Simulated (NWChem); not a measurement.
# BAsH3OF; SMILES [AsH2]B(O)F

```xyz
7

B      0.0129     1.0426     0.0058
As    -0.0313    -1.0284    -0.0486
H     -0.8907    -1.0974     1.2227
H      1.2789    -1.1815     0.7476
F     -1.1572     1.6906    -0.0234
O      1.1306     1.8126    -0.0253
H      1.9490     1.2886     0.0181
```
Atoms are numbered in this order, from 1.

Results from NWChem. All runs use the structure optimised with PBE-D3(BJ)/def2-SVP. Ions are spin-unrestricted doublets at the neutral geometry; other ion states weren't tried. Functional: LC-ωPBE (HJS hole) with def2-SVP; the question gives the range parameter ω in 1/bohr.

Q: Predict the results for range parameter (1/bohr) 0.80. Quantities: vertical ionisation energy, ΔSCF (eV); −ε(HOMO) (eV).

A: 
```
Item                                   Value
-------------------------------------  -----
vertical ionisation energy, ΔSCF (eV)  10.31
−ε(HOMO) (eV)                          11.09
```
